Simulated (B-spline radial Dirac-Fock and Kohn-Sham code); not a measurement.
## Relativistic shifts of the levels of Sm²²⁺

System: Sm²²⁺ in the configuration [Kr] 4d4.

Both columns are ΔSCF binding energies of the configuration average from a radial finite-basis atomic code: non-relativistic Hartree-Fock with a point nucleus, and Dirac-Fock with a finite nucleus and the Coulomb interaction alone, averaged over the two j levels with weights 2j+1.

```csv
shell,Hartree-Fock (eV),Dirac-Fock (eV),shift (eV),shift (%)
1s,45087.0,47691.0,+2603.99,+5.78
2s,7760.9,8427.7,+666.72,+8.59
2p,7385.6,7595.9,+210.33,+2.85
3s,2221.6,2378.8,+157.14,+7.07
3p,2056.2,2111.2,+55.01,+2.68
3d,1751.6,1738.8,-12.81,-0.73
4s,887.7,931.8,+44.12,+4.97
4p,815.9,831.6,+15.70,+1.92
4d,700.2,698.0,-2.24,-0.32
```

Relativity binds 1s, 2s, 2p, 3s, 3p, 4s, 4p more strongly, among those listed most of all 2s in relative terms, and 3d, 4d more weakly, because the contracted s and p shells screen the nucleus better.

Values without a named source are computed, but for edge energies of neutral atoms, which are taken from tables.
